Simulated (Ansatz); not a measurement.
`[GeH3][SiH2][GeH3]` + `[NH2][AlH2]` → `[AlH2][NH][SiH2][GeH3]` + GeH₄ at 400 K and 1 bar (cleavage of the Si–Ge bond).

Isolated molecules relaxed with PBE0-D4/def2-TZVP in Ansatz; ΔE leaves out vibrations. CCSD(T)/CBS adds triple-zeta CCSD(T) − MP2 to the extrapolated MP2 energy (def2 sets, frozen cores). This one scheme is used for every species. For Ge outer-core shells are correlated without core-valence functions, which leaves a few kJ/mol of doubt a bond. Scalar relativity is left out up to krypton. One conformer a species, not always the lowest.

```csv
species,CCSD(T)/CBS energy (Eh),H − E (kJ/mol),S (J/(mol·K))
`[GeH3][SiH2][GeH3]`,-4446.10285,203.9,412.8
`[NH2][AlH2]`,-299.14566,122.0,272.0
`[AlH2][NH][SiH2][GeH3]`,-2666.76326,225.2,433.9
GeH₄,-2078.49493,93.6,231.8
```

H − E and S are ideal-gas, rigid-rotor, harmonic terms from PBE0-D4/def2-TZVP, for one conformer and one mirror image of each species. 1 Eh = 2625.50 kJ/mol, R = 8.31446 J/(mol·K).

Q: By hand: ΔE, ΔH, ΔS and ΔG.

A: ΔE = (-2666.76326) + (-2078.49493) − (-4446.10285) − (-299.14566) = -0.00968 Eh = -25.4 kJ/mol. Δ(H − E) = 225.2 + 93.6 − 203.9 − 122.0 = -7.1, so ΔH = -32.5 kJ/mol. ΔS = 433.9 + 231.8 − 412.8 − 272.0 = -19.1 J/(mol·K). ΔG = -32.5 − 400 × (-19.1)/1000 = -24.9 kJ/mol.

Q: By hand: the equilibrium constant, and the temperature at which ΔG would vanish if ΔH and ΔS stayed fixed.

A: log₁₀ K = −ΔG/(RT ln 10) = 3.3. ΔG = 0 at ΔH/ΔS = 1702 K, though so small a ΔS makes that figure unsure.

ΔH outweighs TΔS. A doubt of 5 kJ/mol in ΔE shifts log₁₀ K by 0.7 here. Other conformers and mirror images would add mixing entropy, several J/(mol·K) or more a flexible species. Modes under 60 cm⁻¹, often nearly free rotors, make the harmonic entropy too high. These are equilibria of isolated gas molecules and say nothing of rates. Largest T1 diagnostic: 0.012 (customary marks: 0.02 for closed shells, 0.045 for open ones).
